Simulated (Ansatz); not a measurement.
CH6GeOSe can be A, `C[O][GeH2][SeH]`, or B, `[CH3][GeH]([OH])[SeH]`.

Calculated with Ansatz (gas phase, PBE0-D4/def2-TZVP geometries, no zero-point term in ΔE). CCSD(T)/CBS adds triple-zeta CCSD(T) − MP2 to the extrapolated MP2 energy (def2 sets, frozen cores). Functionals use def2-TZVPP. B3LYP here is the variant with VWN-RPA as its local correlation; programs differ in this. For Ge, Se outer-core shells are correlated without core-valence functions, which leaves a few kJ/mol of doubt a bond. Scalar relativity is left out up to krypton. Each species was taken in one conformer, which may not be the lowest.

A:

```xyz
10

C    -1.588    0.214   -0.089
O    -0.599   -0.671   -0.559
Ge    1.094   -0.141   -0.569
Se    1.824    0.424    1.595
H    -2.551   -0.297   -0.149
H    -1.413    0.505    0.954
H    -1.645    1.127   -0.697
H     1.231    1.155   -1.388
H     1.855   -1.340   -1.139
H     1.791   -0.976    2.039
```

B:

```xyz
10

C    -1.2125    0.4811    0.6510
Ge    0.4920    0.3667   -0.2566
O     0.0949   -0.3007   -1.8593
Se    2.0439   -1.0355    0.8381
H    -1.0832    0.9072    1.6456
H    -1.8895    1.1097    0.0706
H    -1.6446   -0.5158    0.7400
H     1.2385    1.7087   -0.4000
H     0.8769   -0.5768   -2.3431
H     1.0835   -2.1446    0.9137
```

(1) Which is lower in electronic energy at CCSD(T)/CBS, and by how much? (An estimate is asked.)

(2) Give E(B) − E(A) in kJ/mol with CCSD(T)/def2-TZVPP, B3LYP, HF/def2-TZVPP, ωB97M-V, CCSD/def2-TZVPP, r2SCAN-D4, MP2/def2-TZVPP. (Best estimate.)

Largest T1 diagnostic: 0.011.

## Answers

(1) Computed: B, by 99.4 kJ/mol.

(2) Computed: CCSD(T)/def2-TZVPP -96.8, B3LYP -88.8, HF/def2-TZVPP -84.9, ωB97M-V -94.8, CCSD/def2-TZVPP -96.3, r2SCAN-D4 -95.2, MP2/def2-TZVPP -104.6. None reverses the order clearly.

In def2-TZVPP, CCSD(T) changes the Hartree–Fock value by −11.9 kJ/mol (the triples alone add −0.6 kJ/mol) and MP2 by −19.7 kJ/mol.
